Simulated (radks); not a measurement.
Spherical quantum dot in the effective-mass picture: electrons in a hard-walled sphere of radius 2.12, with a point charge +1 (a donor) at the centre, all in effective atomic units (hartree* = m*/eps^2 hartree, bohr* = eps/m* bohr), one dielectric constant everywhere. Calculated with a radial shooting solver with Libxc functionals: non-relativistic Kohn-Sham, PBE, spin-polarised, spherical densities. Levels are named by radial order and angular momentum (1s, 1p, 1d, 2s, ...), and open shells are averaged over m. Results are scaled to m* = 0.102 and eps = 8.7, for which hartree* = 36.67 meV and bohr* = 4.514 nm.

N = 13, configuration 1s2 1p6 1d(up 5, down 0). This is the lowest configuration that the search found. Occupied and some empty levels:

level    occupation  eigenvalue (meV)  <r> (nm)
1s up             1            307.32     5.242
1s down           1            311.95     5.122
1p up             3            342.01     6.079
1p down           3            348.31     6.040
1d up             5            387.76     6.490
1d down           0            394.72     6.473
2s up             0            413.01     4.374
2s down           0            415.37     4.438
1f up             0            445.53     6.777
1f down           0            452.83     6.770
2p up             0            506.68     4.988
2p down           0            510.02     4.990

Energy (meV): total 2652.48, kinetic 1290.6, external -389.94, Hartree 2074.5, exchange-correlation -322.60.
